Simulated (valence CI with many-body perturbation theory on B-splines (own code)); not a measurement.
**Ladder of approximations for As XX**

Calculated by relativistic CI+MBPT: four valence electrons over a frozen Dirac-Fock core [Ne], a basis of 11 s, 11 p, 9 d, 7 f, 5 g, 2 h, 1 i functions for each j, with the one-electron correlation potential Σ1, the two-electron term Σ2, the three-electron term Σ3, Breit, model QED; selected CI, second order for the rest (own B-spline code, finite nucleus).

No measured levels were compared; by estimate levels of excited configurations hold to 0.05 to 0.15 % of their energy, terms of the ground configuration to about 0.5 %.

Each rung adds one term. CI alone is the Dirac-Coulomb CI over the frozen core; QED comes last and gives the full result, which names the levels. Energies are above 3s2 3p2 3P_0 on the same rung, in cm⁻¹.

Names give the largest LS component (configuration and term), which can be under half, so a name can repeat, a term be missing and a line seem to break the LS rules; names also repeat where a configuration has a term twice.

| Level | CI alone |
| --- | --- |
| 3s2 3p2 3P_1 | 41635 |
| 3s2 3p2 3P_2 | 63201 |
| 3s2 3p2 1D_2 | 126421 |
| 3s2 3p2 1S_0 | 188826 |
| 3s 3p3 5S°_2 | 377661 |
| 3s 3p3 3D°_1 | 476742 |
| 3s 3p3 3D°_2 | 479771 |
| 3s 3p3 3D°_3 | 496442 |
| 3s 3p3 3P°_0 | 551644 |
| 3s 3p3 3P°_1 | 557065 |
| 3s 3p3 3P°_2 | 558696 |
| 3s 3p3 1D°_2 | 608812 |
| 3s 3p3 3S°_1 | 665138 |
| 3s2 3p 3d 3F°_2 | 669608 |
| 3s2 3p 3d 3F°_3 | 691474 |
| 3s 3p3 1P°_1 | 729937 |

**Question.** What do these energies become with core correlation, Breit and QED?

**Answer.** 3s2 3p2 3P_1 41000 (-635); 3s2 3p2 3P_2 62105 (-1096); 3s2 3p2 1D_2 124608 (-1813); 3s2 3p2 1S_0 186629 (-2197); 3s 3p3 5S°_2 376612 (-1049); 3s 3p3 3D°_1 474673 (-2069); 3s 3p3 3D°_2 477613 (-2158); 3s 3p3 3D°_3 493709 (-2733); 3s 3p3 3P°_0 548618 (-3026); 3s 3p3 3P°_1 553722 (-3343); 3s 3p3 3P°_2 555312 (-3383); 3s 3p3 1D°_2 604711 (-4101); 3s 3p3 3S°_1 657046 (-8092); 3s2 3p 3d 3F°_2 665040 (-4568); 3s2 3p 3d 3F°_3 686384 (-5089); 3s 3p3 1P°_1 721917 (-8020).

**Question.** How does the ionisation energy move along the ladder, and which term matters most?

**Answer.** CI alone 772.99, + Σ1 773.76, + Σ2 773.65, + Σ3 773.50, + Breit 773.08, + QED 773.11 eV. The largest step is Σ1, 0.78 eV. NIST lists 774 ± 1.8 eV (semi-empirical).
